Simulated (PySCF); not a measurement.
Simulated Si 2p region for `CN[SiH2]NC`, binding energy against the vacuum level.

Every computed line was given a Gaussian of 0.6 eV full width at half maximum and an area set by the number of equivalent atoms (split 2:1 within a doublet); the highest printed point is 100. Computed with delta-SCF UKS SCAN, pcX-2 on the ionised atom, pcseg-1 elsewhere, spin-free X2C (PySCF).

binding energy (eV), intensity and a bar:
```
    105.7          1 
    105.8          2 
    105.9          5 #
    106.0         12 ###
    106.1         24 #######
    106.2         44 #############
    106.3         67 ####################
    106.4         88 ##########################
    106.5        100 ##############################
    106.6         99 ##############################
    106.7         88 ###########################
    106.8         74 ######################
    106.9         64 ###################
    107.0         59 ##################
    107.1         56 #################
    107.2         51 ###############
    107.3         42 #############
    107.4         31 #########
    107.5         19 ######
    107.6         10 ###
    107.7          5 #
    107.8          2 #
    107.9          1 
    108.0          0
```

How many maxima does the curve show, and how many computed lines lie under it?

The curve has 1 maximum (at 106.5 eV). Under it lie 2 lines from 1 inequivalent silicon site, drawn as a 2p3/2, 2p1/2 pair. At this width some lines have no maximum of their own.

Decompose the envelope and assign each component. Numbering: `[CH3:1][NH:2][SiH2:3][NH:4][CH3:5]`.

```
position (eV)  relative area      line  atoms   environment
       106.53           0.67  Si 2p3/2    Si3  SiH2 silicon
       107.15           0.33  Si 2p1/2    Si3  SiH2 silicon
```

What are the centre and the root-mean-square width of the whole band?

The area-weighted mean of the lines is 106.73 eV. Their own spread about it is 0.29 eV (rms) and each Gaussian has σ = 0.6/2.355 = 0.25 eV; the variances add, which gives 0.39 eV.

No satellites, vibrations or lifetime broadening are included. Spin–orbit and ligand-field terms were added within each 2p shell after the spin-free SCF. 2p1/2 minus 2p3/2 (ligand field included): Si 0.62 eV. Isolated species at its GFN2-xTB geometry (one conformer only).

The values belong to the conformer `[CH3:1][NH:2][SiH2:3][NH:4][CH3:5]`: C1–N2–Si3–N4 -178°, N2–Si3–N4–C5 -178°.
